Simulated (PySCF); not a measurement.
**How methods differ on the excitation energy of Pr²⁺**

Pr²⁺ [Xe] 4f3 (high-spin determinant) → Pr²⁺ [Xe] 4f2 6p1 (high-spin determinant), as a difference of total energies. Calculation: PySCF 2.14, in x2c-TZVPPall with one added diffuse shell each of s, p, d, f type (12s8p8d5f2g, 129 functions); scalar relativity by spin-free X2C-1e. Correlated levels: valence: [Kr] 4d10 frozen; valence and next inner shell: [Ar] 3d10 frozen. The calculations carry no spin-orbit coupling.

```csv
method,excitation energy (eV)
UHF,5.865
LDA,8.220
PBE,8.040
PBE0,7.696
r2SCAN,8.282
MP2 (valence),6.739
SCS-MP2 (valence),6.466
MP2 (valence and next inner shell),6.857
SCS-MP2 (valence and next inner shell),6.598
```

Problem. How much does correlation contribute at MP2 (valence and next inner shell)?

Solution. 6.857 − (5.865) = 0.992 eV, measured against UHF.

A first-order spin-orbit estimate (lowest level to lowest level, LS coupling) adds -0.098 eV.

The determinant of the upper state and of the lower state mixes LS terms, which raises its energy above the lowest term, most at the Hartree-Fock and MP2 levels.
